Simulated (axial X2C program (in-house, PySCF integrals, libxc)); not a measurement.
**Correcting the dissociation energy of SrTe⁺ for spin–orbit coupling**

A spin-free CCSD(T) curve (one-electron X2C) was computed with an in-house relativistic program for diatomic molecules, basis Te dyall-cv3z [11s12p8d4f1g], Sr dyall-cv3z [13s12p8d5f1g] (cores contracted in-house), for the state M_S = 1/2, Λ = 1 (beyond evenly filled blocks: π+α, π+β, π-α). It gives D0 = 1.991 eV to Te + Sr+, which in a spin-free picture are the weighted means of the ground terms.

Correlated methods: 7 electrons correlated (number of frozen shells: Te 4 s, 3 p, 2 d; Sr 4 s, 3 p, 1 d), 313 virtual spin orbitals or spinors in MP2, 80 natural virtuals in coupled cluster.

Measured levels of the ground terms (NIST Handbook of Basic Atomic Spectroscopic Data), in cm⁻¹: Te 3P: J = 2 at 0, J = 0 at 4706.5, J = 1 at 4750.7; Sr+ 2S: J = 1/2 at 0.

The two components of the molecular doublet are 2680 cm⁻¹ apart in the PBE0 2c search (Ω = 3/2 lower), so the lower one lies 1340 cm⁻¹ under their mean.

(1) How far does each ground level lie under the (2J+1)-weighted mean of its term?

(2) Correct D0.

Second-order spin–orbit effects in the molecule, which grow quickly with Z, are left out. Occupations by symmetry block were frozen at the best pattern of an incomplete PBE0 search. Dissociation energies refer to the lowest single-determinant-based atoms at the same level and basis. CCSD and (T) use frozen natural virtuals with an MP2 correction for the truncation; (T) itself is uncorrected, so its De runs slightly low. The outer-core s and p shells of the metal are frozen in the correlated rows, which leaves out core–valence correlation; for alkali and alkaline-earth bonds that tends to lengthen them. With the outer-core shells frozen, correlated bond lengths of heavy atoms tend to come out a few hundredths of an ångström too long.

Answers

(1) Te: (5 × 0 + 1 × 4706.5 + 3 × 4750.7)/9 = 2107 cm⁻¹; Sr+: a single level, 0.

(2) D0 = 1.991 + (1340 − 2107)/8065.5 = 1.896 eV at CCSD(T) with these spin–orbit terms. The direct two-component run gives 1.893 eV; the difference holds second-order terms in the molecule, scalar two-electron terms, the gap between measured and computed atomic splittings (a 2c atom can miss part of its lowering) and, in coupled cluster, the truncation of each run.
